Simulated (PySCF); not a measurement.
Radial density of Be³⁺ (beryllium, charge +3)

UHF, 1s1, 2S determinant. Computed with PySCF 2.14 in def2-TZVP, with no relativity, point nucleus.

```json
{"r (bohr)": "0.00661", "4πr²ρ (e/bohr)": "0.01097", "4πr²(ρα − ρβ)": "0.0110"}
{"r (bohr)": "0.0111", "4πr²ρ (e/bohr)": "0.03002", "4πr²(ρα − ρβ)": "0.0300"}
{"r (bohr)": "0.0187", "4πr²ρ (e/bohr)": "0.07953", "4πr²(ρα − ρβ)": "0.0795"}
{"r (bohr)": "0.0314", "4πr²ρ (e/bohr)": "0.2028", "4πr²(ρα − ρβ)": "0.2028"}
{"r (bohr)": "0.0529", "4πr²ρ (e/bohr)": "0.4800", "4πr²(ρα − ρβ)": "0.4800"}
{"r (bohr)": "0.0889", "4πr²ρ (e/bohr)": "1.010", "4πr²(ρα − ρβ)": "1.0101"}
{"r (bohr)": "0.150", "4πr²ρ (e/bohr)": "1.737", "4πr²(ρα − ρβ)": "1.7371"}
{"r (bohr)": "0.252", "4πr²ρ (e/bohr)": "2.144", "4πr²(ρα − ρβ)": "2.1445"}
{"r (bohr)": "0.423", "4πr²ρ (e/bohr)": "1.528", "4πr²(ρα − ρβ)": "1.5276"}
{"r (bohr)": "0.712", "4πr²ρ (e/bohr)": "0.4432", "4πr²(ρα − ρβ)": "0.4432"}
{"r (bohr)": "1.20", "4πr²ρ (e/bohr)": "0.03128", "4πr²(ρα − ρβ)": "0.0313"}
```
